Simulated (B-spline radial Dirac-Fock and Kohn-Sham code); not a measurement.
**The Se-like isoelectronic sequence (34 electrons), Z = 57 to 65**

Model: Dirac-Fock energy differences between relaxed states, corrected for Breit and QED terms. Program: a radial B-spline solver. Binding energies in eV, tabulated ground configurations ([Ar] 3d10 4s2 4p4 throughout). Correlation energy is missing from these numbers.

```
  ion   2p1/2      3s   3d5/2  outermost level  NIST ionisation energy
La²³⁺  6602.1  2037.1  1505.5       776.4 (4p)                 770 ± 4
Ce²⁴⁺  6925.5  2157.9  1605.3       831.7 (4p)                 824 ± 4
Pr²⁵⁺  7258.0  2282.3  1708.0       888.9 (4p)                 880 ± 4
Nd²⁶⁺  7599.7  2410.5  1813.8       947.9 (4p)                 939 ± 4
Pm²⁷⁺  7950.7  2542.5  1922.6      1008.8 (4p)                 998 ± 4
Sm²⁸⁺       ?       ?       ?                ?                       ?
Eu²⁹⁺  8681.1  2818.0  2149.2      1136.0 (4p)                1124 ± 4
Gd³⁰⁺  9060.8  2961.5  2267.1      1202.5 (4p)                1189 ± 4
Tb³¹⁺  9450.2  3109.1  2387.9      1270.7 (4p)                1256 ± 4
```

Q: Fill in the row of Sm²⁸⁺.

A: 2p1/2 8311.2, 3s 2678.3, 3d5/2 2034.4, outermost 1071.5 (4p), NIST 1060 ± 4 eV.

NIST's values are for the lowest levels; a dash marks a value that is missing or belongs to another shell. Their kind here: theoretical. Where a p, d or f shell is open in either ion the computed value averages over both j values and all terms, while the table refers to the lowest levels; that difference holds spin-orbit splitting (largest in heavy or highly charged ions), term energies where several electrons share open shells, and correlation, and it can reach 10 % or more.
